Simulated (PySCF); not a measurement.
SMILES CO[Si]OC (C2H6O2Si), CAM-B3LYP/def2-SVP optimised geometry.

```
11

Si    -1.44    -0.65     0.00
O      0.24    -0.65     0.00
C      1.07    -1.77     0.00
H      0.51    -2.72    -0.01
H      1.72    -1.76    -0.89
H      1.72    -1.77     0.89
O     -1.72     0.98     0.00
C     -0.87     2.10     0.00
H     -1.08     2.72    -0.88
H     -1.06     2.71     0.90
H      0.19     1.80    -0.01
```

Density from PySCF with CAM-B3LYP/def2-TZVP at that geometry.

Minimum of the electron density along straight lines between bonded atoms, close to the bond critical point (lines longer than 1.1 times the sum of covalent radii, or with two minima, are not listed):

| bond | length / Å | ρ at the minimum / e bohr⁻³ | ∇²ρ there / e bohr⁻⁵ | position (fraction from the first atom) |
|---|---|---|---|---|
| Si1–O2 | 1.674 | 0.128 | 0.72 | 0.41 |
| O2–C3 | 1.403 | 0.261 | -0.55 | 0.65 |
| C3–H4 | 1.105 | 0.277 | -0.96 | 0.65 |
| C3–H5 | 1.102 | 0.280 | -0.98 | 0.65 |
| C3–H6 | 1.102 | 0.280 | -0.98 | 0.65 |
| Si1–O7 | 1.651 | 0.134 | 0.79 | 0.41 |
| O7–C8 | 1.408 | 0.256 | -0.51 | 0.65 |
| C8–H9 | 1.101 | 0.280 | -0.98 | 0.65 |
| C8–H10 | 1.101 | 0.280 | -0.98 | 0.65 |
| C8–H11 | 1.100 | 0.282 | -0.99 | 0.65 |
